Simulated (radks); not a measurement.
Neutral xenon inside a hard spherical wall (all orbitals vanish at R), configuration held at [Xe] and not refilled when levels cross. Method: scalar-relativistic Kohn-Sham, PBEsol, spin-polarised, spherical densities, finite nucleus; Fermi nuclear charge, rms radius 4.7859 fm; computed with a radial shooting solver on a logarithmic mesh with Libxc functionals. Eigenvalues in eV for spin up, with the zero of energy where the potential of the charges vanishes at infinity; a dash marks a level that is unbound or too diffuse for the functional's potential to be trusted. A positive occupied level is held by the wall or, in an anion where self-interaction has pushed it up, behind a barrier. The pressure on the wall is -dE/dV.

| R (bohr) | E (hartree) | kinetic (hartree) | e(4p) | e(4d) | e(5s) | e(5p) | e(6s, empty) | e(5d, empty) | pressure (GPa) |
|---|---|---|---|---|---|---|---|---|---|
| free | -7443.99177 | 7826.992 | -141.07 | -59.315 | -19.778 | -8.243 | - | - | 0 |
| 20 | -7443.99177 | 7826.992 | -141.07 | -59.315 | -19.778 | -8.243 | - | - | < 0.0001 |
| 15 | -7443.99177 | 7826.992 | -141.07 | -59.315 | -19.778 | -8.243 | - | - | < 0.0001 |
| 10 | -7443.99174 | 7826.992 | -141.06 | -59.311 | -19.775 | -8.240 | 0.067 | 2.009 | 0.00128 |
| 8 | -7443.99098 | 7827.001 | -141.02 | -59.264 | -19.736 | -8.202 | 0.994 | 2.749 | 0.0447 |
| 7 | -7443.98806 | 7827.027 | -140.88 | -59.133 | -19.628 | -8.097 | 2.138 | 3.445 | 0.274 |
| 5 | -7443.90745 | 7827.574 | -139.03 | -57.311 | -18.210 | -6.587 | 10.045 | 7.391 | 12.6 |
| 2.5 | -7437.63910 | 7852.723 | -107.58 | -27.120 | 14.152 | 32.681 | 133.34 | 65.075 | 4770 |
